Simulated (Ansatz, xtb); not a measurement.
# Two isomers of GeH10OSi3

Structure X is `O[SiH]([GeH3])[SiH2][SiH3]`, a singlet and structure Y is `O[SiH2][SiH2][SiH2][GeH3]`, a singlet. Both are isolated molecules in the gas phase, relaxed with r2SCAN-D4/def2-SVP; each stands in its lowest conformer found.

X (Å):

```yaml
atoms:
  - { symbol: Ge, position_ang: [1.0372, 1.7507, -0.7423] }
  - { symbol: O, position_ang: [2.8677, -0.9552, -0.9061] }
  - { symbol: Si, position_ang: [1.4474, -0.5068, -0.1290] }
  - { symbol: Si, position_ang: [-0.3982, -1.8438, -0.7191] }
  - { symbol: Si, position_ang: [-2.3242, -1.0384, 0.3573] }
  - { symbol: H, position_ang: [3.1305, -1.8788, -0.8082] }
  - { symbol: H, position_ang: [1.5843, -0.5814, 1.3662] }
  - { symbol: H, position_ang: [-0.1471, 2.2970, 0.0734] }
  - { symbol: H, position_ang: [0.6793, 1.8583, -2.2328] }
  - { symbol: H, position_ang: [2.2632, 2.6350, -0.4677] }
  - { symbol: H, position_ang: [-0.1692, -3.2736, -0.3254] }
  - { symbol: H, position_ang: [-0.6047, -1.8053, -2.2027] }
  - { symbol: H, position_ang: [-3.4975, -1.9313, 0.1103] }
  - { symbol: H, position_ang: [-2.0861, -0.9556, 1.8314] }
  - { symbol: H, position_ang: [-2.6464, 0.3309, -0.1493] }
```

Y (Å):

```yaml
atoms:
  - { symbol: Ge, position_ang: [-0.2129, -3.0523, -0.2939] }
  - { symbol: O, position_ang: [0.9474, -0.5249, 1.3808] }
  - { symbol: Si, position_ang: [1.6069, 0.7888, 0.5615] }
  - { symbol: Si, position_ang: [1.8024, -0.0474, -1.6196] }
  - { symbol: Si, position_ang: [1.8375, -2.3739, -1.3118] }
  - { symbol: H, position_ang: [0.7730, -0.4273, 2.3251] }
  - { symbol: H, position_ang: [2.9477, 1.1571, 1.1223] }
  - { symbol: H, position_ang: [0.7323, 1.9998, 0.6810] }
  - { symbol: H, position_ang: [3.0387, 0.4720, -2.2857] }
  - { symbol: H, position_ang: [0.6179, 0.3348, -2.4522] }
  - { symbol: H, position_ang: [2.9953, -2.7353, -0.4351] }
  - { symbol: H, position_ang: [2.0156, -3.0777, -2.6221] }
  - { symbol: H, position_ang: [-0.0141, -3.3961, 1.1878] }
  - { symbol: H, position_ang: [-1.2715, -1.9455, -0.4119] }
  - { symbol: H, position_ang: [-0.7675, -4.3030, -1.0039] }
```

Estimate E(Y) − E(X) at the level CCSD(T)/def2-SVP + ΔMP2/def2-TZVPP.

Calculated at CCSD(T)/def2-SVP + ΔMP2/def2-TZVPP: E(Y) − E(X) = −0.082 eV, so structure Y lies lower.

Level by level:

```tsv
level	geometry	E(Y) − E(X) (eV)	departure from the last row (eV)	job, with rough time for the two
r2SCAN-D4/def2-SVP	r2SCAN-D4/def2-SVP	−0.132	−0.051	optimisation, 6.2 min
HF/def2-SVP	r2SCAN-D4/def2-SVP	−0.155	−0.073	part of the CCSD(T) run
MP2/def2-SVP	r2SCAN-D4/def2-SVP	−0.187	−0.105	part of the CCSD(T) run
CCSD(T)/def2-SVP	r2SCAN-D4/def2-SVP	−0.176	−0.094	single point
CCSD(T)/def2-SVP + ΔMP2/def2-TZVPP	r2SCAN-D4/def2-SVP	−0.082		single point, 3.8 min
```

As drawn, both hold the same kinds of bond in the same numbers.

None of the levels shown reverses the order. The largest departure from CCSD(T)/def2-SVP + ΔMP2/def2-TZVPP is that of MP2/def2-SVP, 0.105 eV. No reliable frequencies are at hand for Y, so it isn't confirmed as a minimum. Levels run at GFN2-xTB geometries aren't shown. The last row adds to CCSD(T) the change of the MP2 difference between the two basis sets, here +0.094 eV.

The correlated steps freeze 25 core orbitals; the filled d shell of Ge is correlated, in a basis made for valence electrons. Run with Ansatz 0.2.0, xtb 6.7.1; the last row on 2 threads of Arm Neoverse N1 on a shared host.
